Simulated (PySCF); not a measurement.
## From a computed spectrum to the compound

A species of 9 atoms with charge -1 has these harmonic modes (PBE0, small Gaussian bases with core potentials, PySCF 2.14.0):

| cm⁻¹ | km/mol | symmetry |
| --- | --- | --- |
| 58 | 0.0 |  |
| 59 | 10.6 |  |
| 60 | 10.1 |  |
| 60 | 0.7 |  |
| 77 | 8.7 |  |
| 90 | 14.5 |  |
| 91 | 14.7 |  |
| 182 | 0.1 |  |
| 188 | 24.2 |  |
| 259 | 0.0 |  |
| 265 | 49.7 |  |
| 265 | 49.9 |  |
| 280 | 67.3 |  |
| 402 | 0.0 |  |
| 403 | 23.7 |  |
| 403 | 23.6 |  |
| 416 | 37.3 |  |
| 2681 | 12.2 |  |
| 2682 | 2.2 |  |
| 2682 | 12.3 |  |
| 2683 | 6.1 |  |

Question: Which species is it, and in which structure?

Answer: [Eu(SH)4]− (singlet in the valence; each metal's 4f electrons, 6 of them, lie in its core potential, out of spins and levels):
```xyz
9

Eu    0.0000    0.0000    0.0001
S     1.4713    1.5967    1.5886
H     1.8255    0.5060    2.3105
S    -1.4713   -1.5967    1.5886
H    -1.8255   -0.5060    2.3105
S     1.5938   -1.4739   -1.5888
H     0.5025   -1.8241   -2.3120
S    -1.5938    1.4739   -1.5888
H    -0.5025    1.8241   -2.3120
```
Ideal gas at 298.15 K and 1 bar: S = 502.8 J/(mol K), Cp = 159.8 J/(mol K), H − H(0 K) = 35.6 kJ/mol (rigid rotor, harmonic modes, spin degeneracy alone, that of the 4f electrons in the core included; the modes under 60 cm⁻¹ make these uncertain). An lcecp potential fixes the number of 4f electrons, so in runs with it no electron can move into or out of that shell.
 Other answers can fit too; this one was computed.
